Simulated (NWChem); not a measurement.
# Basis-set dependence for ClSi (+1)

```
Si
Cl 1 1.9939
```
Charge +1, spin multiplicity 1.

All runs are NWChem calculations. The geometry was optimised at PBE/def2-SVP, a minimum by its harmonic frequencies.

Hartree-Fock energies in Ha, correlation energies in mHa.

The correlated methods keep 10 core orbitals frozen. The structure started from a generated list of species. Coupled-cluster values serve here as a point of comparison, not as the truth.

| basis | functions | RHF | MP2 | SCS-MP2 | CCSD | CCSD+T(CCSD) | CCSD(T) | CR-CCSD[T] | CR-CCSD(T) | CCSDT |
|---|---|---|---|---|---|---|---|---|---|---|
| STO-3G | 18 | -739.98813 | -43.2 | -45.1 | -56.2 | -61.9 | -60.7 | -61.4 | -60.4 | -61.0 |
| def2-SVP | 36 | -747.91939 | -193.9 | -192.0 | -219.1 | -227.1 | -226.5 | -225.7 | -225.2 | -227.4 |
| def2-TZVP | 74 | -748.18193 | -253.0 | -252.3 | -280.8 | -294.9 | -294.5 | -292.1 | -291.8 | not run |
| def2-QZVP | 140 | -748.20317 | -281.8 | -283.9 | -305.9 | not run | not run | -319.0 | -318.7 | not run |

From def2-TZVP to def2-QZVP the Hartree-Fock energy moves by -21.2 mHa and the MP2 correlation energy by -28.9 mHa, which is 10 % of its value in the larger set.
